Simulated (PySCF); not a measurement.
Ga, charge +2, quartet (a state made from the parent by changing its charge; the spin is typed, not shown lowest).

Input for PySCF:
```python
from pyscf import gto, scf, dft

mol = gto.Mole()
mol.atom = '''
    Ga    0.00000000    0.00000000    0.00000000
'''
mol.basis = 'aug-cc-pvdz'
mol.charge = 2
mol.spin = 3
mol.verbose = 4
mol.build()

mf = dft.UKS(mol)
mf.xc = 'm062x'
mf.kernel()
```

**Question.** What does this run give for the total energy, number of basis functions, HOMO energy?

**Answer.** 
```yaml
total_energy: -1922.8366 Eh
number_of_basis_functions: 36
HOMO energy: -23.88 eV
```

These values belong to the state on which the SCF converged, which isn't shown to be the lowest.
